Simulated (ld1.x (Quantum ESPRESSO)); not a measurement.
What one change does to a pseudopotential (Fe, TM)

iron (Fe), norm-conserving Troullier–Martins (Kleinman–Bylander form), made with ld1.x (Quantum ESPRESSO) 7.5 (Wu–Cohen, fully relativistic). Core [Ar], reference 3d6 4s1.5 4p0.5. Waves: 4p (bound): rc 2.30 bohr; 3d (bound): rc 1.90 bohr; 4s (bound): rc 2.40 bohr. Local part: the s channel. Core correction: Bessel-smoothed model core, default radius (core density twice the valence density).

Open shells are filled in proportion to 2j + 1 (rel_dist='average').

All-electron outer shells of the reference configuration (Wu–Cohen, scalar-relativistic, ld1.x):

```
shell  level (eV)  outermost node (bohr)  outermost maximum (bohr)
   3s      -94.71                   0.33                      0.70
   3p      -60.87                   0.30                      0.72
   3d       -8.41                      –                      0.71
   4s       -5.89                   1.00                      2.38
   4p       -1.72                   1.10                      3.21
```

Change: core correction Bessel-smoothed model core inside 2.20 bohr.

Cutoffs: the cutoffs (Ry, on a coarse ladder) from which the occupation-weighted sum of valence levels, in a spherical-Bessel basis at the reference potential, stays within 10 and 1 mRy of its value at 400 Ry; they do not see the model core or the augmentation charge, which bear on the density cutoff. Errors are all-electron minus pseudo energies relative to the spin-unpolarised reference configuration.

Question: How do hardness, ghosts and transferability respond?

Answer: The potential gets neither clearly harder nor softer (80 Ry and 140 Ry → 80 Ry and 140 Ry); the number of tests with a reliable result goes from 6 to 7; of the 6 tests that both files solve, the error grows in 1 and shrinks in 1 by more than 15 % and 0.3 meV (median size 27.8 → 25.0 meV); neither file shows a bound ghost. The default core radius of the base comes out at 0.88 bohr. A wider model core is smoother and lowers the density cutoff, which this test does not measure.

```csv
quantity,base,changed
"cutoff, loose",80 Ry,80 Ry
"cutoff, tight",140 Ry,140 Ry
bound ghosts,none,none
tests with a reliable result,6 of 7,7 of 7
"error for 3d6 4s2 4p0, meV [ΔE -2.05 eV]",-0.2,-0.3
"error for 3d6 4s1 4p0, meV [ΔE 6.71 eV]",-2.2,-2.6
"error for 3d7 4s1 4p0, meV [ΔE -2.85 eV]",-186,-166
"error for 3d5 4s2 4p1, meV [ΔE 6.74 eV]",-272,-218
"error for 3d6.5 4s1.5 4p0, meV [ΔE -2.78 eV]",-53,-47
"error for 3d6 4s1 4p1, meV [ΔE 2.12 eV]",-0.3,-0.4
s: phases at 2.61 bohr within 0.05 rad from the reference energy up to (Ry; the scan ends near 5),2.5,2.5
p1/2: phases at 2.61 bohr within 0.05 rad from the reference energy up to (Ry; the scan ends near 5),5.0,5.0
p3/2: phases at 2.61 bohr within 0.05 rad from the reference energy up to (Ry; the scan ends near 5),to the end of the scan,to the end of the scan
d3/2: phases at 2.61 bohr within 0.05 rad from the reference energy up to (Ry; the scan ends near 5),0.4,0.4
d5/2: phases at 2.61 bohr within 0.05 rad from the reference energy up to (Ry; the scan ends near 5),0.4,0.4
```
